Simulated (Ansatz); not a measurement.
Basis-set series for C$_{6}$H$_{18}$B$_{2}$O$_{2}$ (`CC[B@H-]1[O+](C)[B@@H-](CC)[O+]1C`). The species carries charge 0 and has multiplicity 1. Geometry: relaxed with PBE0-D4/def2-TZVP. It is one conformer, not always the lowest.

```tsv
functional	basis	functions	energy (Eh)	HOMO (eV)	LUMO (eV)
PBE0-D4	def2-SVP	230	-438.87935	-7.34	1.52
PBE0-D4	def2-QZVPP	1110	-439.38681	-7.44	0.68
ωB97M-V	def2-SVP	230	-439.15136	-9.67	3.25
ωB97M-V	def2-QZVPP	1110	-439.68263	-9.78	1.65
```

**Question.** Give the rows for def2-TZVPP. (Estimate.)

**Answer.** Ansatz gave: 
```json
{"functional": "PBE0-D4", "basis": "def2-TZVPP", "functions": "562", "energy (Eh)": "-439.36209", "HOMO (eV)": "-7.43", "LUMO (eV)": "1.04"}
{"functional": "ωB97M-V", "basis": "def2-TZVPP", "functions": "562", "energy (Eh)": "-439.65891", "HOMO (eV)": "-9.77", "LUMO (eV)": "2.45"}
```

Positive LUMOs are unbound and depend on the basis.
